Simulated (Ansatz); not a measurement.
Geometry optimisation, RKS PBE/def2-SVP (Ansatz).

The input (input.yaml):

```yaml
crystal:
  periodic: [false, false, false]
  atoms:
    - { symbol: C, position_ang: [0.4002, -2.1423, 0.2346] }
    - { symbol: C, position_ang: [0.2302, -0.7799, 0.4196] }
    - { symbol: Al, position_ang: [0.6817, -0.0717, 2.208] }
    - { symbol: B, position_ang: [-0.1964, 0.1958, -0.7457] }
    - { symbol: "N", position_ang: [-0.6315, -0.3791, -2.1315] }
    - { symbol: Si, position_ang: [-0.4545, 2.1263, -0.4926] }
    - { symbol: H, position_ang: [0.1368, -2.556, -0.7253] }
    - { symbol: H, position_ang: [0.7348, -2.7356, 1.0106] }
    - { symbol: H, position_ang: [1.22, -1.0606, 3.3995] }
    - { symbol: H, position_ang: [0.6038, 1.4892, 2.5616] }
    - { symbol: H, position_ang: [-1.64263, -0.1217, -2.28087] }
    - { symbol: H, position_ang: [-0.02394, 0.12969, -2.80457] }
    - { symbol: H, position_ang: [0.8038, 2.7084, -0.1509] }
    - { symbol: H, position_ang: [-1.4404, 2.3823, 0.6087] }
    - { symbol: H, position_ang: [-0.9389, 2.7091, -1.7329] }
basis:
  gaussian: { orbitals: def2-SVP }
hamiltonian:
  xc: pbe
relax:
  f_tol: 0.015
  max_steps: 40
output:
  orbitals: {}
```

Run as:

```bash
$ ansatz run input.yaml --threads 2 --pin off --max-ram 3072MiB --backend cpu --events-out ev --progress --plain --runs-dir out
```

**Question.** Where does it end, and by what steps?

**Answer.** The run converged. After 39 steps the energy has fallen by 1.859 eV; H10 moved furthest, 2.03 Å.

```json
{"step": "0", "energy less start (eV)": "0.0000", "largest force component (eV/Å)": "3.308", "accepted": "yes"}
{"step": "2", "energy less start (eV)": "-0.4846", "largest force component (eV/Å)": "1.386", "accepted": "yes"}
{"step": "4", "energy less start (eV)": "-0.9409", "largest force component (eV/Å)": "1.460", "accepted": "yes"}
{"step": "6", "energy less start (eV)": "-1.5014", "largest force component (eV/Å)": "0.861", "accepted": "yes"}
{"step": "8", "energy less start (eV)": "-1.7537", "largest force component (eV/Å)": "0.412", "accepted": "yes"}
{"step": "10", "energy less start (eV)": "-1.8196", "largest force component (eV/Å)": "0.097", "accepted": "yes"}
{"step": "12", "energy less start (eV)": "-1.8312", "largest force component (eV/Å)": "0.208", "accepted": "yes"}
{"step": "14", "energy less start (eV)": "-1.8312", "largest force component (eV/Å)": "0.337", "accepted": "no"}
{"step": "16", "energy less start (eV)": "-1.8404", "largest force component (eV/Å)": "0.028", "accepted": "yes"}
{"step": "18", "energy less start (eV)": "-1.8431", "largest force component (eV/Å)": "0.102", "accepted": "yes"}
{"step": "20", "energy less start (eV)": "-1.8456", "largest force component (eV/Å)": "0.057", "accepted": "yes"}
{"step": "22", "energy less start (eV)": "-1.8481", "largest force component (eV/Å)": "0.134", "accepted": "yes"}
{"step": "24", "energy less start (eV)": "-1.8509", "largest force component (eV/Å)": "0.027", "accepted": "yes"}
{"step": "26", "energy less start (eV)": "-1.8513", "largest force component (eV/Å)": "0.214", "accepted": "no"}
{"step": "28", "energy less start (eV)": "-1.8549", "largest force component (eV/Å)": "0.105", "accepted": "yes"}
{"step": "30", "energy less start (eV)": "-1.8559", "largest force component (eV/Å)": "0.063", "accepted": "yes"}
{"step": "32", "energy less start (eV)": "-1.8576", "largest force component (eV/Å)": "0.039", "accepted": "yes"}
{"step": "34", "energy less start (eV)": "-1.8582", "largest force component (eV/Å)": "0.028", "accepted": "yes"}
{"step": "36", "energy less start (eV)": "-1.8586", "largest force component (eV/Å)": "0.018", "accepted": "yes"}
{"step": "38", "energy less start (eV)": "-1.8587", "largest force component (eV/Å)": "0.018", "accepted": "yes"}
{"step": "39", "energy less start (eV)": "-1.8588", "largest force component (eV/Å)": "0.014", "accepted": "yes"}
```

```xyz
15
Properties=species:S:1:pos:R:3
C 1.163 -1.625 0.124
C 0.236 -0.660 0.386
Al -0.183 -0.447 2.298
B -0.415 0.250 -0.702
N -1.408 -0.240 -1.567
Si 0.170 2.199 -0.851
H 1.534 -1.837 -0.900
H 1.621 -2.248 0.917
H 0.550 -1.456 3.308
H -1.226 0.643 2.839
H -1.726 -1.213 -1.544
H -1.884 0.327 -2.270
H 1.576 2.296 -1.395
H 0.188 2.880 0.497
H -0.714 3.024 -1.760
```

The run took 110 s on 2 threads of AMD EPYC 7B13 (Zen 3), on a shared host, peak memory 0.21 GiB.
